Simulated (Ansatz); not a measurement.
Two isomers of CH6N2OSi: A = `N/C(O)=N\[SiH3]`, B = `C=N[SiH](N)O`.

Computed with Ansatz on PBE0-D4/def2-TZVP structures; ΔE is electronic, products minus reactants. CBS: MP2 limit from def2 TZ/QZ plus the TZ coupled-cluster correction, frozen cores. DFT in def2-TZVPP. B3LYP here is the variant with VWN-RPA as its local correlation; programs differ in this. One conformer a species, not always the lowest.

(1) Which is lower in electronic energy at CCSD(T)/CBS, and by how much? (Estimate.)

(2) Give E(B) − E(A) in kJ/mol with PBE-D4, CCSD(T)/def2-TZVPP, B3LYP, MP2/def2-TZVPP, B2PLYP, PBE0-D4, B3LYP-D4. (Best estimate.)

Largest T1 diagnostic: 0.013.

## Answers

(1) Computed: B, by 168.3 kJ/mol.

(2) Ansatz gave: PBE-D4 -125.7, CCSD(T)/def2-TZVPP -162.3, B3LYP -147.5, MP2/def2-TZVPP -164.5, B2PLYP -155.9, PBE0-D4 -132.0, B3LYP-D4 -148.2. None reverses the order clearly.

In def2-TZVPP, CCSD(T) changes the Hartree–Fock value by −3.3 kJ/mol (the triples alone add +2.7 kJ/mol) and MP2 by −5.5 kJ/mol. From PBE to PBE0 (25 % exact exchange), in def2-TZVPP and without D4, E(B) − E(A) moves by −6.3 kJ/mol.
